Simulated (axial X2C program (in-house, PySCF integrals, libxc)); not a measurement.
## What spin–orbit coupling does to AuSi

Calculated with an in-house relativistic program for diatomic molecules. Spin-free means the one-electron spin-free X2C Hamiltonian; two-component (2c) means X2C with spin–orbit coupling and atomic mean-field two-electron Coulomb and Gaunt terms, so the difference of the two also holds small scalar two-electron terms. Basis: Au dyall-cv3z [13s14p9d6f4g], Si dyall-v3z [8s7p2d1f] (cores contracted in-house); Gaussian nuclei, density fitting, unrestricted open shells. Masses: Au 196.967 u, Si 27.977 u.

Spin-free state: M_S = 1/2, Λ = 1 (beyond evenly filled blocks: π+α); fragments Au + Si.

| level | Re (Å) | ωe (cm⁻¹) | De (eV) | μ (D) |
| --- | --- | --- | --- | --- |
| PBE0 | 2.249 | 376.8 | 2.939 | -0.29 |
| HF | 2.349 | 311.9 | 1.072 | -1.51 |
| PW91 | 2.247 | 381.7 | 3.372 | 0.11 |

Dipoles are positive if Si is the positive end.

Question: Within this multiplet, which Ω should lie lowest by the rule for regular and inverted multiplets?

Answer: The open π shell holds one electron, so the multiplet is regular: Ω = Λ − 1/2 = 1/2. The PBE0 2c search agrees.

Two-component determinant lowest at the distance of the search:

Ω = 1/2 (⟨Sz⟩ = -0.49, ⟨Lz⟩ = 0.99 at PBE0); fragments Au + Si.

```csv
level,Re (Å),ωe (cm⁻¹),De (eV),μ (D)
PBE0,2.237,383.9,3.056,-0.25
HF,2.333,317.2,1.153,-1.46
PW91,2.236,387.7,3.500,0.16
```

Question: From the two tables, how do the constants change at the PBE0 level (2c against spin-free)?

Answer: At the PBE0 level Re falls by 0.012 Å and ωe goes up by 7.1 cm⁻¹; De is not compared, since the atomic limits differ or miss part of their spin–orbit lowering.

The state is one determinant whose occupation by symmetry is held fixed; it was picked as the lowest of a PBE0 search that is not exhaustive. Dissociation energies refer to the lowest single-determinant-based atoms at the same level and basis. Density functionals use the spin component along the axis (collinear). The 2c atoms are single determinants rather than J levels; their spin–orbit lowering is only partly caught, and De is too large by that part. This holds for PBE0, PW91. Without a current term, density functionals place determinants with orbital angular momentum somewhat too high.
